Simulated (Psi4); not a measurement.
CH$_{6}$CdSi (SMILES [CH3][Cd][SiH3]), singlet, geometry from GFN2-xTB (such geometries of metal compounds can be far from the true shape) (core potentials on Cd); CAM-B3LYP/def2-TZVPPD (Psi4).

Psi4 was given this input:
```
memory 2 GB

molecule mol {
0 1
  Cd    0.195691    0.375271   -0.111048
  C    -0.904794    1.666740   -1.575890
  H    -1.860231    1.937162   -1.110099
  H    -1.127997    1.027244   -2.439506
  H    -0.452949    2.580815   -1.951625
  Si   -0.010469   -1.876946    1.146443
  H     0.040961   -3.039950    0.223819
  H    -1.346294   -1.993478    1.789707
  H     0.928694   -2.247995    2.223159
}

set basis def2-tzvppd
set reference rks

energy('cam-b3lyp')
print_variables()
```

### Question
Predict the main parts of the log of this Psi4 run.

### Answer

```
   => Loading Basis Set <=

    Name: DEF2-TZVPPD
    Role: ORBITAL
    Keyword: BASIS

    !!!  WARNING: ECP capability is in beta. Please check occupations closely.  !!!

         ---------------------------------------------------------
                                   SCF
               by Justin Turney, Rob Parrish, Andy Simmonett
                          and Daniel G. A. Smith
                              RKS Reference
         ---------------------------------------------------------

  ==> Geometry <==

    Molecular point group: c1
    Full point group: C1

    Geometry (in Angstrom), charge = 0, multiplicity = 1:

       Center              X                  Y                   Z               Mass
    ------------   -----------------  -----------------  -----------------  -----------------
         CD           0.150096801302     0.322218490395    -0.106296405487   113.903365090000
         C           -0.950388198698     1.613687490395    -1.571138405487    12.000000000000
         H           -1.905825198698     1.884109490395    -1.105347405487     1.007825032230
         H           -1.173591198698     0.974191490395    -2.434754405487     1.007825032230
         H           -0.498543198698     2.527762490395    -1.946873405487     1.007825032230
         SI          -0.056063198698    -1.929998509605     1.151194594513    27.976926534650
         H           -0.004633198698    -3.093002509605     0.228570594513     1.007825032230
         H           -1.391888198698    -2.046530509605     1.794458594513     1.007825032230
         H            0.883099801302    -2.301047509605     2.227910594513     1.007825032230

  Running in c1 symmetry.

  Rotational constants: A =      0.61140  B =      0.06408  C =      0.05979 [cm^-1]
  Rotational constants: A =  18329.33176  B =   1921.15665  C =   1792.33633 [MHz]
  Nuclear repulsion =  148.127924577853378

  Charge       = 0
  Multiplicity = 1
  Electrons    = 46
  Nalpha       = 23
  Nbeta        = 23

  ==> Algorithm <==

  SCF Algorithm Type is DF.
  DIIS enabled.
  MOM disabled.
  Fractional occupation disabled.
  Guess Type is SAD.
  Energy threshold   = 1.00e-06
  Density threshold  = 1.00e-06
  Integral threshold = 1.00e-12

  ==> Primary Basis <==

  Basis Set: DEF2-TZVPPD
    Blend: DEF2-TZVPPD
    Number of shells: 87
    Number of basis functions: 243
    Number of Cartesian functions: 277
    Spherical Harmonics?: true
    Max angular momentum: 4

  Core potential: DEF2-TZVPPD
[...]
   @DF-RKS iter   4:  -498.91484294932155   -8.76171e-03   1.28447e-04 ADIIS/DIIS
   @DF-RKS iter   5:  -498.91525214871012   -4.09199e-04   3.03157e-05 DIIS
   @DF-RKS iter   6:  -498.91528664755327   -3.44988e-05   1.32094e-05 DIIS
   @DF-RKS iter   7:  -498.91529204023033   -5.39268e-06   4.12972e-06 DIIS
   @DF-RKS iter   8:  -498.91529278045942   -7.40229e-07   1.47624e-06 DIIS
   @DF-RKS iter   9:  -498.91529287505858   -9.45992e-08   3.49470e-07 DIIS
  Energy and wave function converged.

  ==> Post-Iterations <==

   Electrons on quadrature grid:
      Ntotal   =   45.9999936542 ; deviation = -6.346e-06

    Orbital Energies [Eh]
    ---------------------

    Doubly Occupied:

[...]
    Virtual:

[...]
     243A    113.527651

    Final Occupation by Irrep:
              A
    DOCC [    23 ]
    NA   [    23 ]
    NB   [    23 ]

  @DF-RKS Final Energy:  -498.91529287505858

   => Energetics <=

    Nuclear Repulsion Energy =            148.1279245778533777
    One-Electron Energy =               -1048.1756792082489937
    Two-Electron Energy =                 433.4369065285684428
    DFT Exchange-Correlation Energy =     -32.3044447732314239
    Empirical Dispersion Energy =           0.0000000000000000
    VV10 Nonlocal Energy =                  0.0000000000000000
    Total Energy =                       -498.9152928750585829

Computation Completed

Properties will be evaluated at   0.000000,   0.000000,   0.000000 [a0]

Properties computed using the SCF density matrix

 Multipole Moments:

 ------------------------------------------------------------------------------------
     Multipole            Electronic (a.u.)      Nuclear  (a.u.)        Total (a.u.)
 ------------------------------------------------------------------------------------

 L = 1.  Multiply by 2.5417464519 to convert [e a0] to [Debye]
 Dipole X            :         14.7391524          -14.3178107            0.4213417
 Dipole Y            :         24.9863937          -24.4681766            0.5182171
 Dipole Z            :         -6.3473267            6.2888769           -0.0584498
 Magnitude           :                                                    0.6704432

 ------------------------------------------------------------------------------------

  Variable Map:
  ----------------------------------------------------------------------------
[...]
  Array Variable Map:
  ----------------------------------------------------------------------------
[...]
[...]
```
